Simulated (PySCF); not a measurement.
# How methods differ on the excitation energy of Ru

Ru [Kr] 4d7 5s1 (5F) → Ru [Kr] 4d7 5p1 (high-spin determinant), as a difference of total energies. All numbers are calculated (PySCF 2.14, scalar relativity by spin-free X2C-1e, in ANO-RCC-VTZP (7s6p4d2f1g, 68 functions)). Correlated levels: valence: [Kr] frozen. The calculations carry no spin-orbit coupling.

```csv
method,excitation energy (eV)
UHF,3.371
MP2 (valence),3.698
SCS-MP2 (valence),3.618
CCSD (valence),3.619
CCSD(T) (valence),3.601
```

How much does correlation contribute at CCSD(T) (valence)?

3.601 − (3.371) = 0.230 eV, measured against UHF.

A first-order spin-orbit estimate (lowest level to lowest level, LS coupling) adds 0.049 eV.

The basis was made for the ground configuration and has no added diffuse functions, so the excitation energy can come out too high.

The determinant of the upper state mixes LS terms, which raises its energy above the lowest term, most at the Hartree-Fock and MP2 levels.
